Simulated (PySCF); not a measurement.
Electronic structure of In⁺ (indium, charge +1) at the UHF level

Configuration: [Kr] 4d10 5s1 5d1, high-spin 3D determinant (an excited configuration). All numbers are calculated (PySCF 2.14, a scalar-relativistic core potential, in aug-cc-pVQZ-PP with ECP28MDF).

| Quantity | Value |
| --- | --- |
| Total energy | -188.610786 hartree |
| One-electron energy | -325.5549 hartree |
| Hartree (Coulomb) energy | 152.5108 hartree |
| Exchange energy | -15.5667 hartree |
| ⟨S²⟩ | 2.0007 |
| ⟨L²⟩ | 6.001 |
| Sum of ⟨r⟩ | 27.02 bohr |
| Sum of ⟨r²⟩ | 65.23 bohr² |
| Traceless quadrupole moment −½Σ⟨3z² − r²⟩ along its main axis | 9.98 e·bohr² |

```
shell  electrons  mean orbital energy (eV)  spread (eV)  rms radius, mean of both spins (bohr)
 4s α          1                   -158.51            0                                  0.913
 4s β          1                   -158.17            0                                  0.913
 4p α          3                   -110.96        0.027                                  0.995
 4p β          3                   -110.83        0.076                                  0.995
 4d α          5                   -39.780        0.124                                   1.25
 4d β          5                   -39.524        0.107                                   1.25
 5s α          1                   -21.442            0                                   2.61
 5d α          1                    -5.918            0                                   5.92
```

Energies and moments cover only the electrons outside the core potential. The outer electron is Rydberg-like, and this basis confines it to a smaller radius and binds it less than a complete one would.
